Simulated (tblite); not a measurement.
Run record: molecular-dynamics run, `C#CC#C[C@H](C)C(C)=O`.

Computed with GFN2-xTB (tblite), gas phase: Langevin dynamics at 400 K from the optimised GFN2-xTB geometry, time step 0.5 fs, friction 0.01 fs⁻¹, 2000 steps. The input is one job of a driver script: a line of settings, then coordinates in Å. «temperature» is in K, «steps» counts time steps and «every» is the stride of the printed frames; «frames» go on to single points.

Command:
```bash
OMP_NUM_THREADS=1 python probes_run.py task.json out
```

Input:
```
{"job": {"kind": "md", "xc": "GFN2-xTB", "basis": "xTB", "temperature": 400, "steps": 2000, "every": 50, "frames": 5}, "charge": 0, "multiplicity": 1}
C      4.296967    -0.596881     0.463908
C      3.135731    -0.342772     0.271051
C      1.823606    -0.060157     0.059795
C      0.656323     0.169799    -0.144376
C     -0.738697     0.494692    -0.347006
C     -0.964633     2.005474    -0.247881
C     -1.598058    -0.265527     0.673632
C     -1.405806    -1.758893     0.658481
O     -2.362634     0.297131     1.409363
H      5.308076    -0.816681     0.630759
H     -1.038194     0.141437    -1.343608
H     -0.382351     2.527394    -1.003657
H     -2.019220     2.228680    -0.389383
H     -0.667691     2.362857     0.735304
H     -1.613210    -2.153436    -0.334049
H     -2.066052    -2.227796     1.383107
H     -0.371155    -1.993291     0.901208
```

Output:
```
t/fs     T/K      E/eV
    0.0   345.3   -683.84623
   25.0   195.6   -683.39218
   50.0   313.4   -683.35904
   75.0   318.6   -683.28683
  100.0   287.9   -683.32534
  125.0   321.3   -683.17567
  150.0   281.2   -683.12557
  175.0   351.4   -683.19907
  200.0   360.6   -683.11187
  225.0   324.9   -683.01628
  250.0   338.8   -683.02014
  275.0   589.1   -683.39673
  300.0   443.9   -683.11645
  325.0   462.2   -683.16369
  350.0   411.6   -682.96298
  375.0   416.7   -683.00734
  400.0   325.0   -682.98131
  425.0   442.0   -683.03843
  450.0   490.7   -683.16788
  475.0   308.5   -682.84919
  500.0   448.2   -682.96044
  525.0   490.3   -683.23243
  550.0   431.4   -682.63754
  575.0   593.8   -683.03473
  600.0   390.5   -682.60784
  625.0   601.6   -682.91278
  650.0   523.7   -682.79969
  675.0   406.4   -682.57979
  700.0   383.9   -682.82961
  725.0   394.8   -682.94158
  750.0   330.9   -682.96075
  775.0   382.8   -683.02419
  800.0   491.0   -683.28877
  825.0   392.9   -683.08695
  850.0   386.9   -683.07796
  875.0   437.8   -683.00374
  900.0   506.8   -682.90886
  925.0   451.4   -682.90393
  950.0   355.7   -682.83032
  975.0   544.2   -683.06248
 1000.0   480.5   -682.81006
```

E is the potential energy; T comes from the kinetic energy over all 3N coordinates.

Problem. Sum up the printed frames.

Solution. 41 frames over 1000 fs. T runs from 196 K (25 fs) to 602 K (625 fs), with a mean of 409 K over all frames and 449 K from 500 fs on. E starts at -683.846 eV, peaks 1.266 eV above that at 675 fs, and averages 0.918 eV above it from 500 fs on.

Problem. Give the last frame.

Solution. 0.85 Å rms from the start after alignment:
```
atom  x, y, z in Å
C1      3.339    1.158    1.784
C2      2.131    1.145    1.616
C3      0.912    1.046    1.040
C4     -0.266    1.081    0.668
C5     -1.644    1.203    0.357
C6     -1.954    2.567    0.904
C7     -2.288    0.059    1.261
C8     -1.639   -1.395    1.114
O9     -3.261    0.223    1.905
H10     4.329    1.241    2.259
H11    -1.949    1.070   -0.682
H12    -2.129    2.587    1.987
H13    -1.242    3.369    0.709
H14    -2.983    2.915    0.483
H15    -1.943   -2.013    0.187
H16    -1.867   -1.938    1.966
H17    -0.568   -1.429    1.160
```

Problem. How long does this job take on one thread of an Arm Neoverse V1, shared host with 32 logical CPUs at a one-minute load of 22? And the peak memory of the process?

Solution. About 13 s, with 0.18 GiB resident at the peak, the Python interpreter and its libraries included.
